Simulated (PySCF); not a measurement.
**From a computed spectrum to the compound**

A species of 9 atoms with charge 3 has these harmonic modes (B3LYP, small Gaussian bases with core potentials, PySCF 2.14.0):

```tsv
cm⁻¹	km/mol	symmetry
1	0.0	a''
7	0.1	a'
44	0.4	a'
190	0.8	a'
205	4.9	a''
384	0.5	a''
386	0.4	a''
388	6.8	a'
400	2.8	a'
914	144.6	a''
930	15.0	a'
1053	0.1	a''
1055	0.2	a'
1056	0.0	a''
1056	0.0	a'
2409	220.4	a''
2412	27.0	a'
2442	1.4	a''
2442	122.2	a'
2447	19.3	a''
2448	89.0	a'
```

Question: Which species is it, and in which structure?

Answer: [La(PH3)2]3+ (singlet):
```xyz
9

La   -0.5425    0.1049    0.0000
P     1.0826   -0.2093    2.6346
H     2.4943   -0.2133    2.4741
H     0.8278    0.8271    3.5741
H     0.7946   -1.4116    3.3367
P     1.0826   -0.2093   -2.6346
H     2.4943   -0.2133   -2.4741
H     0.7946   -1.4116   -3.3367
H     0.8278    0.8271   -3.5741
```
Ideal gas at 298.15 K and 1 bar: S = 441.1 J/(mol K), Cp = 107.9 J/(mol K), H − H(0 K) = 23.9 kJ/mol (rigid rotor, harmonic modes, spin degeneracy alone; the modes under 60 cm⁻¹ make these uncertain). 
 Other answers can fit too; this one was computed.
